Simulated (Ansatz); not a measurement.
Reaction (ligand exchange at the Si–C bond): `[SiH3][CH2][GaH2]` + `BN[SiH3]` → `BN([SiH3])[SiH3]` + `[CH3][GaH2]`

Program: Ansatz. Geometries: PBE0-D4/def2-TZVP. ΔE: electronic, gas phase. CBS: MP2 limit from def2 TZ/QZ plus the TZ coupled-cluster correction, frozen cores. Functionals use def2-TZVPP. B3LYP here is the variant with VWN-RPA as its local correlation; programs differ in this. For Ga outer-core shells are correlated without core-valence functions, which leaves a few kJ/mol of doubt a bond. Scalar relativity is left out up to krypton.

`[SiH3][CH2][GaH2]`:

Z-matrix (Å, degrees):
```
Si
C 1 1.867
H 1 1.490 2 110.5
H 1 1.489 2 112.2 3 120.5
H 1 1.490 2 110.5 3 -118.9
Ga 2 1.967 1 112.9 3 59.5
H 2 1.094 1 108.2 3 -179.2
H 2 1.094 1 108.2 3 -61.6
H 6 1.571 2 119.7 1 -89.4
H 6 1.571 2 119.7 1 89.8
```

`BN[SiH3]`:

```xyz
9

B     0.126   -0.118   -1.549
N     0.291    0.500   -0.305
Si   -0.213   -0.124    1.245
H    -0.411   -1.188   -1.598
H     0.523    0.428   -2.539
H     0.749    1.402   -0.306
H     0.958   -0.274    2.148
H    -0.854   -1.437    1.011
H    -1.169    0.812    1.893
```

`BN([SiH3])[SiH3]`:

```xyz
12

B    -1.246    0.647    0.899
N    -0.212    0.091    0.120
Si   -0.518   -0.735   -1.394
Si    1.428    0.257    0.726
H    -2.387    0.568    0.542
H    -0.966    1.201    1.928
H    -0.017   -2.133   -1.315
H    -1.977   -0.727   -1.650
H     0.203   -0.049   -2.498
H     1.564   -0.408    2.045
H     1.794    1.689    0.851
H     2.334   -0.400   -0.254
```

`[CH3][GaH2]`:

Z-matrix (Å, degrees):
```
C
Ga 1 1.966
H 1 1.092 2 111.3
H 1 1.096 2 108.8 3 117.6
H 1 1.090 2 112.4 3 -123.0
H 2 1.574 1 121.1 3 142.3
H 2 1.575 1 120.1 3 -38.7
```

```tsv
level	ΔE (eV)
B3LYP-D4	-0.32
CAM-B3LYP-D4	-0.32
r2SCAN0	-0.28
CCSD/CBS(def2)	-0.31
```

(1) What does CCSD(T)/CBS give? (An estimate is asked.)

Largest T1 diagnostic among the species: 0.013.

Results:

(1) Computed: -0.31 eV. The listed levels differ from it by -0.01, -0.01, 0.03, 0.00 eV.

The D4 term adds −0.04 eV with B3LYP and −0.02 eV with PBE0; it sums over pairs of atoms, weighted by their polarisabilities, and B3LYP, whose exchange is more repulsive, gets the larger term. From BLYP to BHLYP (50 % exact exchange), in def2-TZVPP and without D4, ΔE moves by −0.06 eV.
